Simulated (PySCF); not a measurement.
C8H6FN.
SMILES with atom numbers: `[N:1]#[C:2][CH2:3][c:4]1[cH:5][cH:6][cH:7][c:8]([F:9])[cH:10]1` (hydrogens: H11, H12 on C3; H13 on C5; H14 on C6; H15 on C7; H16 on C10)

Geometry (PBE0-D3(BJ)/def2-SVP, Å), atoms numbered from 1 in this order:
```xyz
16
C8H6FN angstrom
N      2.9746    1.9425   -0.4844
C      2.4026    0.9572   -0.2834
C      1.6876   -0.2910   -0.0319
C      0.1851   -0.1130   -0.0047
C     -0.5524   -0.1532   -1.1913
C     -1.9333    0.0295   -1.1642
C     -2.5955    0.2540    0.0402
C     -1.8482    0.2934    1.2106
F     -2.4669    0.5053    2.3684
C     -0.4701    0.1140    1.2069
H      1.9748   -1.0097   -0.8162
H      2.0471   -0.7018    0.9247
H     -0.0429   -0.3249   -2.1426
H     -2.5046   -0.0041   -2.0947
H     -3.6763    0.3975    0.0892
H      0.0734    0.1565    2.1534
```

Method: PySCF, TDDFT B3LYP/def2-SVPD, vertical, gas phase, core orbitals frozen in the response.

Frontier orbitals with the atoms that hold most of them (Löwdin shares over 4%, at most four atoms; ? is withheld):

```
orbital  ε (eV)                           atoms
 LUMO+2    0.00  C3 17%, C2 16%, H12 9%, H11 9%
 LUMO+1   -0.98  C5 20%, C8 19%, C6 13%, C4 10%
   LUMO   -1.26                               ?
   HOMO       ?  C5 24%, C8 20%, C7 12%, F9 11%
 HOMO-1   -7.77                               ?
 HOMO-2   -9.29           N1 47%, C2 35%, C3 9%
 HOMO-3   -9.30    N1 43%, C2 32%, C3 8%, C4 6%
```

Q: Which atoms hold the HOMO-1, and with what shares?

A: C10 (bonded to 2 C and H) 22%; C6 (bonded to 2 C and H) 20%; C7 (bonded to 2 C and H) 18%; C4 (bonded to 3 C) 17%.

Q: Which atoms hold the LUMO, and with what shares?

A: C4 (bonded to 3 C) 19%; C7 (bonded to 2 C and H) 18%; C10 (bonded to 2 C and H) 16%; C6 (bonded to 2 C and H) 16%.

Q: What is the HOMO energy, and the HOMO–LUMO gap?

A: ε(HOMO) = -7.40 eV; the gap is 6.14 eV (0.2255 hartree).

Q: How does S1 compare with the orbital gap of 6.14 eV?

A: S1 is at 5.23 eV (f = 0.016), 0.91 eV below the gap, made of HOMO→LUMO (66%), HOMO-1→LUMO+1 (30%). 

Next come S2 at 5.90 eV (f 0.0096), HOMO→LUMO+1 (54%), HOMO-1→LUMO (41%); S3 at 6.50 eV (f 0.073), HOMO→LUMO+2 (68%), HOMO-1→LUMO+1 (11%), HOMO-1→LUMO (10%); S4 at 6.65 eV (f 0.400), HOMO-1→LUMO (30%), HOMO→LUMO+1 (27%), HOMO-1→LUMO+2 (16%); S5 at 6.79 eV (f 0.317), HOMO-1→LUMO+1 (39%), HOMO→LUMO+2 (25%), HOMO→LUMO (15%).

Löwdin shares depend on the basis, the more so with diffuse functions.

Time: 3.9 min. Hardware: one thread of an Arm Neoverse V1, no GPU (shared host).

One conformer stands for the species.
